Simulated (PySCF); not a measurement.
Molecule: SMILES CC(C)C1CCCC1, C8H16.

Cartesian coordinates in Å; atom numbers follow the order of the lines, from 1:
```xyz
24

C    -2.153    0.415    1.306
C    -1.410   -0.235    0.144
C    -2.241   -0.157   -1.132
C    -0.017    0.375   -0.039
C     0.789   -0.177   -1.222
C     2.228    0.187   -0.879
C     2.318   -0.137    0.613
C     0.923    0.196    1.180
H    -2.333    1.484    1.103
H    -3.133   -0.060    1.469
H    -1.588    0.346    2.248
H    -1.261   -1.305    0.389
H    -2.357    0.890   -1.460
H    -3.251   -0.566   -0.972
H    -1.783   -0.717   -1.960
H    -0.155    1.459   -0.212
H     0.680   -1.276   -1.265
H     0.457    0.221   -2.193
H     2.384    1.267   -1.045
H     2.976   -0.345   -1.486
H     2.529   -1.211    0.739
H     3.129    0.404    1.123
H     0.942    1.104    1.800
H     0.562   -0.615    1.834
```

Geometry PBE0-D3(BJ)/def2-SVP throughout; GIAO in PySCF 2.14.0 with density-fitted response routines, gas phase, one conformer, non-relativistic; equivalent atoms averaged; functional PBE0.

For orientation, STO-3G gives these absolute shieldings σ: C5/C8 200.6, C2 201.1, C6/C7 203.2, C1/C3 211.6, H18/H23 31.43, H19/H22 31.51, H20/H21 31.52, H17/H24 31.65, H12 31.93 ppm.

A run gave: C5/C8 152.9, C2 147.7, C6/C7 157.7, C1/C3 163.8, H18/H23 29.71, H19/H22 30.00, H20/H21 29.95, H17/H24 30.50, H12 30.40 ppm (absolute shieldings σ).

Question: Which basis set was used in that run?
A. 6-311+G(2d,p)
B. aug-cc-pVDZ
C. def2-SVP
D. 6-31G*

Answer: A. C5/C8 tells them apart best: 6-311+G(2d,p) gives 152.9, 6-31G* gives 162.3, aug-cc-pVDZ gives 162.0, def2-SVP gives 161.9 ppm.
